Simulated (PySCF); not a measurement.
**Bonding in `CCc1cpccn1`**

Species: C6H8NP.
SMILES with atom numbers: `[CH3:1][CH2:2][c:3]1[cH:4][p:5][cH:6][cH:7][n:8]1` (hydrogens: H9, H10, H11 on C1; H12, H13 on C2; H14 on C4; H15 on C6; H16 on C7)

Geometry (GFN2-xTB, Å), atoms numbered from 1 in this order:
```
atom  x, y, z in Å
C1    -2.123    0.724   -0.615
C2    -1.495    0.040    0.601
C3    -0.034   -0.217    0.349
C4     0.354   -1.366   -0.325
P5     1.989   -1.765   -0.729
C6     2.770   -0.371   -0.054
C7     2.089    0.646    0.586
N8     0.787    0.731    0.780
H9    -2.035    0.093   -1.498
H10   -3.176    0.924   -0.434
H11   -1.617    1.666   -0.812
H12   -2.010   -0.901    0.802
H13   -1.587    0.692    1.470
H14   -0.416   -2.068   -0.623
H15    3.847   -0.303   -0.139
H16    2.649    1.485    0.988
```

Bond orders from the PBE0/pcSseg-1 density (PySCF). Geometry: GFN2-xTB, one conformer, isolated molecule.

Task: How far do the computed orders between heavy atoms stray from the drawn ones?

Result: The largest departure is 0.190, at P5–C6 (drawn aromatic, 1.310), counting aromatic bonds as 1.5. The bonds drawn aromatic range from 1.31 to 1.50.

Task: Give the Mayer order of every bond, beside its length.

Result: 
```csv
bond,drawn as,length (Å),Mayer order
C1–C2,single,1.530,1.036
C2–C3,single,1.504,1.032
C3–C4,aromatic,1.387,1.343
C4–P5,aromatic,1.732,1.343
P5–C6,aromatic,1.735,1.310
C6–C7,aromatic,1.380,1.409
C7–N8,aromatic,1.320,1.499
N8–C3,aromatic,1.326,1.468
C1–H9,single,1.088,0.967
C1–H10,single,1.087,0.968
C1–H11,single,1.087,0.963
C2–H12,single,1.091,0.948
C2–H13,single,1.090,0.941
C4–H14,single,1.083,0.935
C6–H15,single,1.082,0.939
C7–H16,single,1.086,0.970
```

Bonds between the same two heavy elements. C–C: lowest C2–C3 (1.032, 1.504 Å), highest C6–C7 (1.409, 1.380 Å). C–P: lowest P5–C6 (1.310, 1.735 Å), highest C4–P5 (1.343, 1.732 Å). C–N: lowest N8–C3 (1.468, 1.326 Å), highest C7–N8 (1.499, 1.320 Å).

Task: Sum the orders of all bonds at each heavy atom with more than one neighbour and set the sums beside the valence in the SMILES.

Result: C1 3.934 (drawn 4), C2 3.957 (drawn 4), C3 3.843 (drawn 4), C4 3.621 (drawn 4), P5 2.653 (drawn 3), C6 3.658 (drawn 4), C7 3.878 (drawn 4), N8 2.967 (drawn 3). Orders between atoms that aren't bonded are not in these sums.

For a closed shell the Mayer order of atoms A and B is Σ (PS)μν (PS)νμ over the basis functions μ on A and ν on B, with P the density and S the overlap matrix.

The run behind these numbers computed NMR shieldings as well. The run took about 90 s of CPU time (with the writing of density and orbital grids) (one thread, shared machine).
